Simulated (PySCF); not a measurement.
# SeI⁺ at UHF-MP2

Level: UHF-MP2. basis Se def2-SVP, I def2-SVP with ECP28; scalar-relativistic core potentials; PySCF 2.14.

For SeI⁺, the state is ³Σ⁻ (triplet), unpaired electrons π ↑↑. The bond length is 2.360 Å and the harmonic wavenumber is 343 cm⁻¹. The force constant is 3.39 mdyn/Å. The rotational constant Be is 0.06174 cm⁻¹, the anharmonicity ωexe is 0.951 cm⁻¹ and the vibration–rotation constant αe is 0.000173 cm⁻¹. The well depth De to Se⁺ + I is 2.22 eV. The dissociation energy D0 is 2.20 eV.

Correlated steps freeze 13 core orbitals. Correlated levels converge slowly with the basis: in double zeta they bind strong bonds too weakly, by up to about 1 eV, and carry superposition errors of some tenths. These are scalar-relativistic numbers at best; spin–orbit coupling would shift them, the dissociation energy most. For an ion De counts to the pair picked by the measured ionisation energies or electron affinities, which need not be the lowest pair at this level. The state is the lowest determinant that a PBE0 search found; another state may lie lower at other levels.
